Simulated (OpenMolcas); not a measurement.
# Ionisation energies of holmium

- Program: OpenMolcas
- Basis: ANO-R2 [8s6p4d3f1g]
- Scalar Hamiltonian: X2C, finite nucleus
- Spin-orbit coupling: RASSI with atomic mean-field integrals over the reference wave functions, term energies averaged over their components

Active shells in each charge state: the valence f, s shells, with orbitals averaged over the low states. Where CASPT2's correlated closed shells are named, they are those of the first ion.

A. CASSCF
B. SS-CASPT2, IPEA 0.25 Eh, imaginary shift 0.1 Eh (closed shells correlated: 5s 5p)
C. SS-CASPT2, IPEA 0 Eh, imaginary shift 0.1 Eh (closed shells correlated: 5s 5p)
D. SS-CASPT2, IPEA 0.25 Eh, imaginary shift 0.1 Eh (closed shells correlated: 4d 5s 5p)

Energies in eV between the lowest computed levels, named as in B; reference values from the NIST Atomic Spectra Database with their kind.

```csv
From,To,A,B,C,D,Spin-orbit share in B,Reference
Ho 4f¹¹ 6s² ⁴I°_15/2,Ho+ 4f¹¹ 6s ⁵I°₈,5.001,5.825,5.792,5.851,-0.000,6.021 (measured)
```

Steps that some method lacks are left out, and so are those with a state whose active s or d shell is doubly occupied in every root (s and p with five to eight electrons, d10) over a frozen core shell of the same l, since the two then mix freely.

Error against the reference values, in %:

```csv
From,Reference,A,B,C,D
Ho,measured,-16.9,-3.3,-3.8,-2.8
```

Absolute error against the one measured value: A 1.02 eV, B 0.20 eV, C 0.23 eV, D 0.17 eV.

The lowest level within the active space need not be the ion's true ground level.

° marks odd parity.
